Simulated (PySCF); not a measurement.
**Two-component Hartree-Fock for S (sulfur, neutral)**

Start: [Ne] 3s2 3p4; 3p1/2 filled at m_j = -1/2, +1/2; 3p3/2 filled at m_j = +1/2, +3/2. Calculated with PySCF 2.14 in an even-tempered Gaussian basis (20 s from 0.0085 bohr⁻², ratio 2.8; 14 p from 0.011 bohr⁻², ratio 2.8; 5 d from 0.59 bohr⁻², ratio 3): generalised Hartree-Fock with the X2C-1e Hamiltonian and a Gaussian nucleus; one run each with spin-orbit coupling (SO) switched off, then screened by Boettger's factors.

```json
{"spinor shell": "1s1/2", "electrons": "2", "ε, spin-free (eV)": "-2511.5", "ε, screened SO (eV)": "-2511.5", "weight of nominal j (screened SO)": "1.000", "rms radius, screened SO (bohr)": "0.112"}
{"spinor shell": "2s1/2", "electrons": "2", "ε, spin-free (eV)": "-246.39", "ε, screened SO (eV)": "-246.37", "weight of nominal j (screened SO)": "1.000", "rms radius, screened SO (bohr)": "0.516"}
{"spinor shell": "2p1/2", "electrons": "2", "ε, spin-free (eV)": "-181.85", "ε, screened SO (eV)": "-182.98", "weight of nominal j (screened SO)": "0.933", "rms radius, screened SO (bohr)": "0.490"}
{"spinor shell": "2p3/2", "electrons": "4", "ε, spin-free (eV)": "-181.85", "ε, screened SO (eV)": "-181.27", "weight of nominal j (screened SO)": "0.967", "rms radius, screened SO (bohr)": "0.492"}
{"spinor shell": "3s1/2", "electrons": "2", "ε, spin-free (eV)": "-24.078", "ε, screened SO (eV)": "-24.071", "weight of nominal j (screened SO)": "1.000", "rms radius, screened SO (bohr)": "1.85"}
{"spinor shell": "3p3/2", "electrons": "2", "ε, spin-free (eV)": "-11.937", "ε, screened SO (eV)": "-12.723", "weight of nominal j (screened SO)": "0.831", "rms radius, screened SO (bohr)": "2.21"}
{"spinor shell": "3p1/2", "electrons": "2", "ε, spin-free (eV)": "-11.937", "ε, screened SO (eV)": "-11.154", "weight of nominal j (screened SO)": "0.677", "rms radius, screened SO (bohr)": "2.29"}
```

| quantity | spin-free | screened SO |
| --- | --- | --- |
| E (hartree) | -398.58195 | -398.58367 |
| M_J | 2 | 2 |
| ⟨J²⟩ | 6.011 | 6.011 |
| ⟨L²⟩ | 2.006 | 2.009 |
| ⟨S²⟩ | 2.005 | 2.003 |

Each row is a mean over spinors that exchange with the open shell spreads, by up to 5.928 eV (3s1/2).

Rows whose weight is well below 1 are mixtures of j = l ± 1/2: exchange outweighs spin-orbit coupling there, and the label is only the starting occupation.

Without spin-orbit coupling the j labels of p, d and f shells carry no meaning; the spin-free column gives the mean over the occupied spinors of each nl shell.
